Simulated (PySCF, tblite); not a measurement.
Species: C₇H₆F₃ (charge -1).
Numbering: `[F:1][C:2]([F:3])([F:4])[CH2:5][c:6]1[cH:7][cH:8][cH-:9][cH:10]1` (hydrogens: H11, H12 on C5; H13 on C7; H14 on C8; H15 on C9; H16 on C10)
Bond orders are those of one Lewis drawing.

Computed with GFN2-xTB (tblite), gas phase: nudged elastic band of 9 images (0 to 8), spring 0.2 eV/Å², climbing image at the end, force threshold 0.05 eV/Å. The top image wasn't refined or checked by frequencies; at this threshold it can lie a kcal/mol or more above the true saddle point of the method.

Path: rotation about C2–C5 (CF3 carbon, benzylic-type carbon), followed by the dihedral F3–C2–C5–C6.

Image 0 (start, dihedral -61°):
```
atom  x, y, z in Å
F1      3.441    0.272   -0.676
C2      2.068    0.310   -0.794
F3      1.812   -0.437   -1.880
F4      1.804    1.580   -1.139
C5      1.375   -0.156    0.466
C6     -0.120   -0.126    0.342
C7     -0.950    0.954    0.659
C8     -2.263    0.570    0.409
C9     -2.250   -0.742   -0.063
C10    -0.930   -1.175   -0.107
H11     1.723    0.504    1.267
H12     1.739   -1.171    0.655
H13    -0.617    1.914    1.033
H14    -3.143    1.183    0.559
H15    -3.119   -1.325   -0.344
H16    -0.578   -2.147   -0.429
```

Image 8 (end, 0.000 eV, dihedral 62°):
```
atom  x, y, z in Å
F1      1.933   -0.569   -1.700
C2      2.056    0.393   -0.772
F3      1.673    1.538   -1.358
F4      3.417    0.536   -0.614
C5      1.359    0.094    0.536
C6     -0.123   -0.073    0.365
C7     -1.080    0.943    0.446
C8     -2.327    0.372    0.219
C9     -2.146   -0.993   -0.005
C10    -0.787   -1.271    0.083
H11     1.593    0.930    1.203
H12     1.823   -0.818    0.927
H13    -0.874    1.985    0.655
H14    -3.275    0.896    0.219
H15    -2.930   -1.713   -0.209
H16    -0.318   -2.239   -0.038
```

Task: What do the inner images look like?

Result: 
Image 1: +0.014 eV, dihedral -46°
```
atom  x, y, z in Å
F1      3.404    0.015   -0.797
C2      2.063    0.323   -0.789
F3      1.593   -0.224   -1.916
F4      2.036    1.656   -0.977
C5      1.376   -0.132    0.480
C6     -0.119   -0.119    0.351
C7     -0.966    0.961    0.622
C8     -2.271    0.551    0.372
C9     -2.237   -0.776   -0.057
C10    -0.910   -1.191   -0.074
H11     1.723    0.542    1.271
H12     1.745   -1.142    0.686
H13    -0.650    1.932    0.980
H14    -3.160    1.157    0.502
H15    -3.096   -1.380   -0.327
H16    -0.539   -2.164   -0.371
```

Image 2: +0.046 eV, dihedral -31°
```
atom  x, y, z in Å
F1      3.307   -0.232   -0.935
C2      2.064    0.335   -0.789
F3      1.425    0.032   -1.922
F4      2.309    1.663   -0.846
C5      1.374   -0.100    0.491
C6     -0.121   -0.113    0.361
C7     -0.985    0.961    0.598
C8     -2.281    0.527    0.346
C9     -2.225   -0.809   -0.051
C10    -0.892   -1.206   -0.046
H11     1.708    0.594    1.270
H12     1.751   -1.101    0.726
H13    -0.686    1.946    0.933
H14    -3.180    1.123    0.453
H15    -3.072   -1.431   -0.314
H16    -0.505   -2.180   -0.319
```

Image 3: +0.078 eV, dihedral -14°
```
atom  x, y, z in Å
F1      3.146   -0.440   -1.084
C2      2.066    0.347   -0.789
F3      1.315    0.317   -1.891
F4      2.585    1.600   -0.739
C5      1.371   -0.068    0.502
C6     -0.122   -0.109    0.369
C7     -1.001    0.958    0.573
C8     -2.290    0.502    0.321
C9     -2.213   -0.842   -0.045
C10    -0.876   -1.221   -0.021
H11     1.686    0.651    1.266
H12     1.764   -1.054    0.768
H13    -0.719    1.955    0.888
H14    -3.196    1.089    0.406
H15    -3.050   -1.481   -0.301
H16    -0.473   -2.196   -0.268
```

Image 4 (top): +0.089 eV, dihedral 2°
```
atom  x, y, z in Å
F1      2.931   -0.595   -1.234
C2      2.065    0.358   -0.787
F3      1.266    0.614   -1.825
F4      2.845    1.469   -0.660
C5      1.369   -0.034    0.513
C6     -0.122   -0.107    0.374
C7     -1.016    0.954    0.548
C8     -2.297    0.476    0.297
C9     -2.200   -0.875   -0.039
C10    -0.859   -1.236    0.003
H11     1.659    0.713    1.259
H12     1.783   -1.003    0.810
H13    -0.749    1.961    0.842
H14    -3.211    1.054    0.362
H15    -3.028   -1.529   -0.286
H16    -0.443   -2.211   -0.221
```

Image 5: +0.072 eV, dihedral 18°
```
atom  x, y, z in Å
F1      2.674   -0.685   -1.378
C2      2.061    0.368   -0.783
F3      1.283    0.906   -1.724
F4      3.070    1.276   -0.608
C5      1.367    0.000    0.522
C6     -0.121   -0.104    0.374
C7     -1.030    0.949    0.520
C8     -2.303    0.450    0.273
C9     -2.187   -0.907   -0.032
C10    -0.841   -1.251    0.025
H11     1.636    0.774    1.249
H12     1.803   -0.951    0.847
H13    -0.778    1.966    0.792
H14    -3.224    1.017    0.319
H15    -3.005   -1.576   -0.268
H16    -0.412   -2.225   -0.173
```

Image 6: +0.039 eV, dihedral 34°
```
atom  x, y, z in Å
F1      2.397   -0.704   -1.508
C2      2.054    0.379   -0.776
F3      1.363    1.174   -1.598
F4      3.245    1.038   -0.586
C5      1.366    0.033    0.531
C6     -0.119   -0.098    0.371
C7     -1.043    0.946    0.490
C8     -2.308    0.423    0.249
C9     -2.172   -0.938   -0.023
C10    -0.822   -1.262    0.047
H11     1.619    0.831    1.237
H12     1.820   -0.902    0.877
H13    -0.808    1.972    0.740
H14    -3.237    0.979    0.277
H15    -2.980   -1.624   -0.248
H16    -0.380   -2.236   -0.123
```

Image 7: +0.009 eV, dihedral 50°
```
atom  x, y, z in Å
F1      2.125   -0.649   -1.621
C2      2.049    0.390   -0.770
F3      1.500    1.399   -1.458
F4      3.360    0.773   -0.595
C5      1.365    0.063    0.538
C6     -0.118   -0.089    0.369
C7     -1.058    0.944    0.458
C8     -2.313    0.397    0.225
C9     -2.157   -0.969   -0.013
C10    -0.803   -1.272    0.072
H11     1.607    0.881    1.225
H12     1.829   -0.860    0.903
H13    -0.840    1.979    0.686
H14    -3.251    0.938    0.234
H15    -2.954   -1.672   -0.224
H16    -0.348   -2.244   -0.071
```

The largest changes of bonds and angles from start to top: C2–F4 1.342 → 1.364 Å, F1–C2 1.378 → 1.363 Å, C2–C5 1.512 → 1.526 Å, C2–F3 1.342 → 1.334 Å, F4–C2–C5 114.5 → 113.0°, F3–C2–C5 114.5 → 116.0°, F3–C2–F4 106.4 → 105.0°. GFN2-xTB torsional profiles can miss by a kcal/mol or more and can put conformers in the wrong order.

Task: What do single points at PBE0/pcSseg-1 (PySCF, no dispersion term) give on some images?

Result: 
| image | GFN2-xTB E (eV) | DFT E (eV) | HOMO (eV) | LUMO (eV) |
| --- | --- | --- | --- | --- |
| 0 | 0.000 | 0.000 | -0.33 | 5.56 |
| 2 | 0.046 | 0.091 | -0.31 | 5.58 |
| 4 | 0.089 | 0.177 | -0.30 | 5.58 |
| 6 | 0.039 | 0.078 | -0.31 | 5.58 |
| 8 | 0.000 | 0.002 | -0.32 | 5.57 |

Energies count from image 0 at each level. At the GFN2-xTB top the DFT energy is 4.1 kcal/mol against 2.1; the geometries weren't optimised at the DFT level.

The cost below is that of the whole band run. The run took 4.5 s on one thread of an Arm Neoverse N1, shared host, and the process peaked at 0.18 GiB of memory.
